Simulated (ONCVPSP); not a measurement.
**u(r) = r·R(r): atom against pseudo-atom (Cr)**

Columns: radius, all-electron u(r) and pseudo u(r) of the 3d shell (level -2.91 eV) of chromium in the configuration [Ne] 3s2 3p6 3d5 4s1; PBE, scalar-relativistic, ONCV scheme, ONCVPSP 4.0.1.

```json
{"r (bohr)": "0.090", "all-electron": "0.0353", "pseudo": "0.0053"}
{"r (bohr)": "0.180", "all-electron": "0.1580", "pseudo": "0.0399"}
{"r (bohr)": "0.270", "all-electron": "0.3183", "pseudo": "0.1219"}
{"r (bohr)": "0.360", "all-electron": "0.4715", "pseudo": "0.2523"}
{"r (bohr)": "0.450", "all-electron": "0.5969", "pseudo": "0.4148"}
{"r (bohr)": "0.540", "all-electron": "0.6899", "pseudo": "0.5823"}
{"r (bohr)": "0.630", "all-electron": "0.7521", "pseudo": "0.7268"}
{"r (bohr)": "0.720", "all-electron": "0.7871", "pseudo": "0.8284"}
{"r (bohr)": "0.810", "all-electron": "0.8008", "pseudo": "0.8797"}
{"r (bohr)": "0.900", "all-electron": "0.7988", "pseudo": "0.8860"}
{"r (bohr)": "0.990", "all-electron": "0.7856", "pseudo": "0.8601"}
{"r (bohr)": "1.080", "all-electron": "0.7650", "pseudo": "0.8175"}
{"r (bohr)": "1.170", "all-electron": "0.7397", "pseudo": "0.7704"}
{"r (bohr)": "1.260", "all-electron": "0.7116", "pseudo": "0.7262"}
{"r (bohr)": "1.350", "all-electron": "0.6822", "pseudo": "0.6875"}
{"r (bohr)": "1.440", "all-electron": "0.6524", "pseudo": "0.6537"}
{"r (bohr)": "1.530", "all-electron": "0.6228", "pseudo": "0.6229"}
{"r (bohr)": "1.620", "all-electron": "0.5939", "pseudo": "0.5939"}
{"r (bohr)": "1.710", "all-electron": "0.5660", "pseudo": "0.5660"}
{"r (bohr)": "1.800", "all-electron": "0.5392", "pseudo": "0.5391"}
{"r (bohr)": "1.890", "all-electron": "0.5136", "pseudo": "0.5135"}
{"r (bohr)": "1.980", "all-electron": "0.4892", "pseudo": "0.4891"}
{"r (bohr)": "2.070", "all-electron": "0.4660", "pseudo": "0.4660"}
{"r (bohr)": "2.160", "all-electron": "0.4440", "pseudo": "0.4440"}
{"r (bohr)": "2.250", "all-electron": "0.4232", "pseudo": "0.4232"}
{"r (bohr)": "2.340", "all-electron": "0.4035", "pseudo": "0.4035"}
```

Q: How many radial nodes do the two functions have?

A: The all-electron 3d function has n − l − 1 = 0; the pseudo-wave has 0.

Q: At about which radius was the pseudo-wave matched?

A: 1.65 bohr. The columns agree to 0.0005 from 1.53 bohr on; several derivatives are matched, so the curves merge somewhat inside the radius.

Q: Where does each function peak?

A: Outermost all-electron maximum near 0.81 bohr, pseudo maximum near 0.90 bohr (to the table’s step).

Q: Is the pseudo-wave norm-conserving?

A: Yes: the ONCV scheme keeps the norm inside the radius equal to the all-electron one, which fixes the energy derivative of the logarithmic derivative at the level.
